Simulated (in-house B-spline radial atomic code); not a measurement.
LDA VWN5 excitations of Ca

Method: LDA VWN5. Computed with a B-spline radial code for spherical atoms: linear response of the closed shell [Ar] 4s2 with the functional's adiabatic kernel; non-relativistic, point nucleus, no spin-orbit coupling, no double excitations, S, P, D and F terms only; shells from n = 2 respond.

Command:
```bash
python run_td.py task.json out
```
Settings (radii: box in bohr, nucleus in fm):
```
Z                        20
electrons                20
configuration            [Ar] 4s2
hamiltonian              nr
method                   lda,vwn
box_radius               75
intervals                58
```

Run time, properties included: 0.2 s on 1 thread of Intel(R) Xeon(R) 6975P-C (Granite Rapids) (shared host).

The lowest states, in the order of their Tamm-Dancoff energies; the method's threshold (minus the highest occupied level) is 3.848 eV. Labels give the largest channel, * marks a mixed state, and oscillator strengths are full-response dipole values. Measured ¹D terms are left out, since they can mix with doubly excited terms. Semilocal kernels can invert the small singlet-triplet splittings of Rydberg terms. Energies in eV:

| state | full response | Tamm-Dancoff | oscillator strength | measured (J-weighted term) |
| --- | --- | --- | --- | --- |
| 4s → 3d 3D | 1.212 | 1.266 | - | 2.524 |
| 4s → 3d 1D | ? | ? | - | - |
| 4s → 4p 3P | ? | ? | - | ? |
| 4s → 4p 1P | 3.074 | 3.234 | 1.76 | 2.933 |
| 4s → 5s 3S | 3.710 | 3.712 | - | 3.910 |

(1) Where does 4s → 3d 1D lie?

(2) Where does 4s → 4p 3P lie?

(3) How large is the singlet-triplet splitting of 4s → 3d (D terms) in Tamm-Dancoff?

(4) What polarisabilities and dispersion coefficient does the method give?

Results:

(1) At 1.707 eV in full response, 1.715 eV in Tamm-Dancoff.

(2) At 1.894 eV in full response, 1.956 eV in Tamm-Dancoff; measured 1.892 eV.

(3) 0.449 eV, from the unrounded values.

(4) Dipole 148.6 bohr³, quadrupole 3308 bohr⁵, C6 1991 hartree·bohr⁶ for two such species. Recommended dipole value: 160.8 ± 4 bohr³ (Schwerdtfeger and Nagle, table of static dipole polarizabilities (2023 update)), which includes relativity and correlation.
